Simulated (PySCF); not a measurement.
Isomers of C6H14O.

All values: CAM-B3LYP/def2-SVPD (PySCF) at PBE0-D3(BJ)/def2-SVP geometries, gas phase, one conformer each. Core orbitals are frozen in the response; Δα² is half the sum of the squared differences of the principal polarisabilities.

(1) Rank by vertical ionisation energy (ΔSCF), highest first.
A. `[CH3:1][CH:2]([CH3:3])[O:4][CH:5]([CH3:6])[CH3:7]` with C1–C2–O4–C5 -84°, C2–O4–C5–C6 153°
B. `[CH3:1][CH2:2][CH2:3][CH2:4][CH2:5][CH2:6][OH:7]` with C1–C2–C3–C4 180°, C2–C3–C4–C5 180°, C3–C4–C5–C6 180°, C4–C5–C6–O7 -177°, C5–C6–O7–H -59°
C. `[CH3:1][CH2:2][CH2:3][CH2:4][CH2:5][O:6][CH3:7]` with C1–C2–C3–C4 180°, C2–C3–C4–C5 180°, C3–C4–C5–O6 179°, C4–C5–O6–C7 180°
D. `[CH3:1][CH2:2][CH2:3][O:4][CH2:5][CH2:6][CH3:7]` with C1–C2–C3–O4 180°, C2–C3–O4–C5 -174°, C3–O4–C5–C6 -77°, O4–C5–C6–C7 -175°

(2) Rank by HOMO energy, highest first.
A. `[CH3:1][CH:2]([CH3:3])[O:4][CH:5]([CH3:6])[CH3:7]` with C1–C2–O4–C5 -84°, C2–O4–C5–C6 153°
B. `[CH3:1][C:2]([CH3:3])([CH3:4])[CH2:5][CH2:6][OH:7]` with C2–C5–C6–O7 -177°, C5–C6–O7–H -58° (3,3-dimethyl-1-butanol)
C. `[CH3:1][O:2][CH2:3][CH2:4][CH:5]([CH3:6])[CH3:7]` with C1–O2–C3–C4 179°, O2–C3–C4–C5 -57°, C3–C4–C5–C6 -60° (i-PeOMe)

(3) Rank by HOMO–LUMO gap, lowest first.
A. `[CH3:1][C:2]([CH3:3])([CH3:4])[CH2:5][CH2:6][OH:7]` with C2–C5–C6–O7 -177°, C5–C6–O7–H -58°
B. `[CH3:1][CH2:2][CH2:3][CH2:4][CH2:5][O:6][CH3:7]` with C1–C2–C3–C4 180°, C2–C3–C4–C5 180°, C3–C4–C5–O6 179°, C4–C5–O6–C7 180° (n-PeOMe)
C. `[CH3:1][CH:2]([CH3:3])[O:4][CH:5]([CH3:6])[CH3:7]` with C1–C2–O4–C5 -84°, C2–O4–C5–C6 153°
D. `[CH3:1][CH2:2][CH2:3][CH2:4][CH2:5][CH2:6][OH:7]` with C1–C2–C3–C4 180°, C2–C3–C4–C5 180°, C3–C4–C5–C6 180°, C4–C5–C6–O7 -177°, C5–C6–O7–H -59°
E. `[CH3:1][CH2:2][CH2:3][O:4][CH2:5][CH2:6][CH3:7]` with C1–C2–C3–O4 180°, C2–C3–O4–C5 -174°, C3–O4–C5–C6 -77°, O4–C5–C6–C7 -175°

Results:

(1) B (10.27 eV), C (9.79 eV), D (9.49 eV), A (9.33 eV).

(2) A (-8.66 eV), C (-8.87 eV), B (-9.26 eV).

(3) C (9.99 eV), E (10.13 eV), B (10.28 eV), A (10.40 eV), D (10.59 eV).

All values together:

| SMILES | μ (D) | HOMO (eV) | LUMO (eV) | α (Å³) | Δα (Å³) | ΔSCF removal energy (eV) |
| --- | --- | --- | --- | --- | --- | --- |
| CC(C)OC(C)C | 1.27 | -8.66 | 1.33 | 11.92 | 2.16 | 9.33 |
| CCO[C@H](C)CC | 1.14 | -8.74 | 1.41 | 11.95 | 2.15 | 9.47 |
| CCCCCOC | 1.11 | -8.86 | 1.41 | 12.12 | 4.04 | 9.79 |
| CCCCCCO | 1.86 | -9.31 | 1.27 | 12.00 | 3.57 | 10.27 |
| COCCC(C)C | 1.08 | -8.87 | 1.34 | 11.98 | 2.48 | 9.74 |
| CC(C)(C)CCO | 1.84 | -9.26 | 1.15 | 11.78 | 1.42 | – |
| CCCCOCC | 1.08 | -8.80 | 1.45 | 12.09 | 2.95 | 9.61 |
| CCCOCCC | 1.19 | -8.72 | 1.41 | 12.02 | 3.63 | 9.49 |

Conformers: `[CH3:1][CH:2]([CH3:3])[O:4][CH:5]([CH3:6])[CH3:7]` with C1–C2–O4–C5 -84°, C2–O4–C5–C6 153°; `[CH3:1][CH2:2][O:3][C@H:4]([CH3:5])[CH2:6][CH3:7]` with C1–C2–O3–C4 -176°, C2–O3–C4–C5 -79°, O3–C4–C6–C7 -60°; `[CH3:1][CH2:2][CH2:3][CH2:4][CH2:5][O:6][CH3:7]` with C1–C2–C3–C4 180°, C2–C3–C4–C5 180°, C3–C4–C5–O6 179°, C4–C5–O6–C7 180°; `[CH3:1][CH2:2][CH2:3][CH2:4][CH2:5][CH2:6][OH:7]` with C1–C2–C3–C4 180°, C2–C3–C4–C5 180°, C3–C4–C5–C6 180°, C4–C5–C6–O7 -177°, C5–C6–O7–H -59°; `[CH3:1][O:2][CH2:3][CH2:4][CH:5]([CH3:6])[CH3:7]` with C1–O2–C3–C4 179°, O2–C3–C4–C5 -57°, C3–C4–C5–C6 -60°; `[CH3:1][C:2]([CH3:3])([CH3:4])[CH2:5][CH2:6][OH:7]` with C2–C5–C6–O7 -177°, C5–C6–O7–H -58°; `[CH3:1][CH2:2][CH2:3][CH2:4][O:5][CH2:6][CH3:7]` with C1–C2–C3–C4 -178°, C2–C3–C4–O5 62°, C3–C4–O5–C6 -177°, C4–O5–C6–C7 180°; `[CH3:1][CH2:2][CH2:3][O:4][CH2:5][CH2:6][CH3:7]` with C1–C2–C3–O4 180°, C2–C3–O4–C5 -174°, C3–O4–C5–C6 -77°, O4–C5–C6–C7 -175°.

A dash marks a removal energy that wasn't run or isn't settled.

Question: By how much does the ΔSCF value exceed −ε(HOMO) over the species that have both?

Answer: By 0.67 to 0.96 eV, 0.82 eV on average, over 7 species.
